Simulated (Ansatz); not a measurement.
H2B3O3 (SMILES [B]1OBOBO1), doublet, at a GFN2-xTB geometry; SVWN5/STO-3G run with Ansatz (an electronic-structure program).

The Ansatz input:
Ansatz 0.2 input:
```yaml
crystal:
  periodic: [false, false, false]
  atoms:
    - {symbol: B, position_ang: [0.84764447, 1.05869636, -0.44322339]}
    - {symbol: O, position_ang: [1.37682875, -0.15179262, -0.10627797]}
    - {symbol: B, position_ang: [0.57274001, -1.16265845, 0.31632496]}
    - {symbol: O, position_ang: [-0.76697225, -0.95793786, 0.40104083]}
    - {symbol: B, position_ang: [-1.31023903, 0.24153226, 0.06930465]}
    - {symbol: O, position_ang: [-0.49956289, 1.24748569, -0.35243410]}
    - {symbol: H, position_ang: [1.03254502, -2.19928698, 0.60412444]}
    - {symbol: H, position_ang: [-2.46562116, 0.40939446, 0.14521434]}
basis:
  gaussian:
    orbitals: STO-3G
hamiltonian:
  xc: {name: SVWN5}
magnetization: {spin_polarized: true, initial_magnetization: 1}
```

Question: Predict the main parts of the log of this Ansatz run.

Answer: 
```
Functional definition: SVWN5
454 factors; integrals over basis functions are off by at most 4.8e-5 eV
mean field evaluation 1: about -8030.8463 eV, gradient 1.0e1 eV
mean field evaluation 2: about -8030.3864 eV, gradient 1.5e1 eV
mean field evaluation 4: about -8031.5807 eV, gradient 6.6e-1 eV
mean field evaluation 8: about -8031.4680 eV, gradient 5.1e-2 eV
mean field -8031.46797257 eV, -295.1510040676 hartree, gradient 3.9e-5 eV, S^2 0.752940; 0 other end points of the search recorded, 0 dependent functions left out
reference -8031.46798956 eV, -295.1510046920 hartree; 21, 20 occupied and 11, 12 virtual orbitals, 454 factors
Total energy: -8031.46798956 eV, -295.1510046920 hartree
```
